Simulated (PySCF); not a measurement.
## `C=C=C=C(CCl)CCl`, C6H6Cl2

Geometry (Å), atoms numbered from 1 in this order:
```xyz
14

C     3.189   -0.323   -0.670
C     1.915   -0.193   -0.403
C     0.691   -0.069   -0.146
C    -0.593    0.060    0.123
C    -1.183   -0.446    1.396
Cl   -2.143   -1.938    1.062
C    -1.531    0.721   -0.831
Cl   -1.974    2.355   -0.206
H     3.610    0.044   -1.591
H     3.861   -0.802    0.023
H    -1.881    0.277    1.820
H    -0.419   -0.721    2.120
H    -1.080    0.872   -1.809
H    -2.464    0.164   -0.912
```

Computed, not measured: quadratic response CAM-B3LYP/def2-SVPD first hyperpolarisability, Taylor convention, gas phase (PySCF). Geometry: GFN2-xTB.

Q: Give the tensor of the static β(0;0,0) in the axes of these coordinates.

A: In au, Taylor convention; rows are the first index (the induced dipole):
|  | xx | yy | zz | xy | xz | yz |
| --- | --- | --- | --- | --- | --- | --- |
| x | -87.4 | +34.9 | +15.9 | +0.6 | +19.0 | -37.8 |
| y | +0.6 | -10.6 | +13.8 | +34.9 | -37.8 | +0.3 |
| z | +19.0 | +0.3 | -11.7 | -37.8 | +15.9 | +13.8 |

Norm of βᵢ = ⅓ Σⱼ (βᵢⱼⱼ + βⱼᵢⱼ + βⱼⱼᵢ): 37.6 au, hyper-Rayleigh value 47.5 au.
